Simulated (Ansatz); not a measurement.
K2Se. Charge 0, multiplicity 1. Geometry r2SCAN-D4/def2-TZVP.

Cartesian coordinates in Å:
```
K -2.406 0.196 1.438
K 2.582 -0.039 -1.109
Se -0.175 -0.157 -0.329
```

The structure comes from a short search, and lower isomers may exist.

(1) Estimate the orbital energies around the gap (eV) in Ansatz with HF/STO-3G, PBE-D4/def2-SVP, revPBE-D4/def2-TZVP, PBE0-D4/def2-SVP, PBE0-D4/def2-TZVP.

Answers

(1) 
```csv
orbital,HF/STO-3G,PBE-D4/def2-SVP,revPBE-D4/def2-TZVP,PBE0-D4/def2-SVP,PBE0-D4/def2-TZVP
HOMO−5,-23.49,-18.06,-17.77,-19.99,-19.80
HOMO−4,-23.46,-18.03,-17.74,-19.96,-19.77
HOMO−3,-13.62,-11.73,-11.70,-13.26,-13.39
HOMO−2,-2.39,-2.94,-2.89,-3.57,-3.66
HOMO−1,-1.61,-2.33,-2.36,-3.01,-3.15
HOMO,-1.52,-2.28,-2.32,-2.98,-3.13
LUMO,4.72,-1.43,-1.35,-0.90,-0.84
LUMO+1,5.86,-1.17,-1.12,-0.68,-0.62
LUMO+2,9.85,0.50,0.48,0.93,0.99
LUMO+3,9.89,0.52,0.53,1.02,1.06
LUMO+4,10.34,0.52,0.54,1.10,1.06
LUMO+5,10.43,0.60,0.54,1.21,1.06
```
